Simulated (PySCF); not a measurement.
C₆H₁₄N (charge +1).
Bonds: C1–C2, C2–C3, C3–N4, N4–C5, C5–C6, C6–C7, N4–C7. Hydrogens: H8, H9, H10 on C1; H11, H12 on C2; H13, H14 on C3; H15 on N4; H16, H17 on C5; H18, H19 on C6; H20, H21 on C7.

Structure optimised with GFN2-xTB, isolated species.

(1) List the bond lengths, angles and torsions at this level.

## Answers

(1) 
| bond | length (Å) | order |
| --- | --- | --- |
| C1–C2 | 1.526 | single |
| C2–C3 | 1.527 | single |
| C3–N4 | 1.475 | single |
| N4–C5, N4–C7 | 1.494 | single |
| C5–C6, C6–C7 | 1.533 | single |
| C1–H8, C1–H9, C1–H10 | 1.088 | single |
| C2–H11, C2–H12 | 1.091 | single |
| C3–H13, C3–H14 | 1.092 | single |
| N4–H15 | 1.024 | single |
| C5–H16, C7–H20 | 1.089 | single |
| C5–H17, C7–H21 | 1.088 | single |
| C6–H18 | 1.086 | single |
| C6–H19 | 1.085 | single |

Bonds in one row agree within 0.01 Å and their mean is given. Orders are formal, as drawn. A selection of angles:
| angle | degrees |
| --- | --- |
| C2–C1–H8 | 109.6 |
| C2–C1–H9 | 112.4 |
| H8–C1–H9 | 107.0 |
| H9–C1–H10 | 109.1 |
| C1–C2–C3 | 112.8 |
| C1–C2–H11 | 109.1 |
| C3–C2–H11 | 107.5 |
| C3–C2–H12 | 110.0 |
| H11–C2–H12 | 107.3 |
| C2–C3–N4 | 111.2 |
| C2–C3–H13 | 110.8 |
| C2–C3–H14 | 110.0 |
| N4–C3–H13 | 108.3 |
| H13–C3–H14 | 108.6 |
| C3–N4–C5 | 118.3 |
| C3–N4–H15 | 106.6 |
| C5–N4–C7 | 90.2 |
| C5–N4–H15 | 111.1 |
| N4–C5–C6 | 90.5 |
| N4–C5–H16 | 110.8 |
| N4–C5–H17 | 114.1 |
| C6–C5–H16 | 113.8 |
| C6–C5–H17 | 117.0 |
| H16–C5–H17 | 109.5 |
| C5–C6–C7 | 87.3 |
| C5–C6–H18 | 113.9 |
| C5–C6–H19 | 115.8 |
| H18–C6–H19 | 109.0 |

Dihedral angles: C1–C2–C3–N4 63° (synclinal); C2–C3–N4–C5 74° (synclinal); C3–N4–C5–C6 133° (anticlinal); N4–C5–C6–C7 -9° (synperiplanar); C5–C6–C7–N4 9° (synperiplanar); C3–N4–C7–C6 -132° (anticlinal). The mirror-image conformer, all signs reversed, is as good.

Of the pairs four or more bonds apart, H9···H15 is among the closest relative to their van der Waals radii: 2.10 Å, 87 % of the sum of Bondi's values. N4 (ammonium nitrogen) has angles from 90.2° to 118.4°. The 4-membered ring N4–C5–C6–C7 has internal angles of 87.3° to 90.5°; it is slightly puckered (a soft mode that the optimisation may not have finished), 0.06 Å rms from its mean plane, widest ring torsion 10°.

Point group: C1 (no symmetry element, even within 0.4 Å). Stationary, but not proved a minimum.

These are computed values.
